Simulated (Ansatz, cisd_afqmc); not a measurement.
System: MgF, charge 0, doublet. MgF (SMILES [F][Mg], doublet).
B3LYP-D3(BJ)/def2-TZVP minimum from Ansatz (a program for electronic structure):
```
Mg
F 1 1.7703
```
Charge 0, spin multiplicity 2.

Total energies in def2-SVP, 9 correlated electrons, 6 frozen orbitals. Open shells are spin-unrestricted; no spin-orbit coupling. Cores are frozen in correlated methods. No relativity. AFQMC is phaseless with a CISD trial state; ± is one standard error, without the phaseless bias. Outlying blocks are dropped, and bars are widened where a walk drifts. Over all cases where full CI ran beside it in this data, AFQMC minus full CI had a median of +0.1 mEh and passed +0.4 mEh in a tenth of the cases. The spin of FMg ([F][Mg], doublet) was assumed, and the state is the lowest solution found for it.

```json
[
 {"method": "HF", "program": "Ansatz", "energy (Eh)": "-298.94481", "minus CCSDTQ (mEh)": "211.09"},
 {"method": "MP2", "program": "Ansatz", "energy (Eh)": "-299.15115", "minus CCSDTQ (mEh)": "4.75"},
 {"method": "CCSD", "program": "Ansatz", "energy (Eh)": "-299.15236", "minus CCSDTQ (mEh)": "3.53"},
 {"method": "CCSD(T)", "program": "Ansatz", "energy (Eh)": "-299.15519", "minus CCSDTQ (mEh)": "0.71"},
 {"method": "CCSDT(Q)", "program": "Ansatz", "energy (Eh)": "-299.15596", "minus CCSDTQ (mEh)": "-0.06"},
 {"method": "CCSDTQ", "program": "Ansatz", "energy (Eh)": "-299.15590", "minus CCSDTQ (mEh)": "0.00"},
 {"method": "AFQMC/CISD", "program": "cisd_afqmc", "energy (Eh)": "-299.1555 ± 0.0002", "minus CCSDTQ (mEh)": "0.4 ± 0.2"}
]
```

Rough core times of Ansatz's runs on a shared machine: CCSD(T) under 20 s, CCSDT(Q) under 20 s, CCSDTQ 6 min.
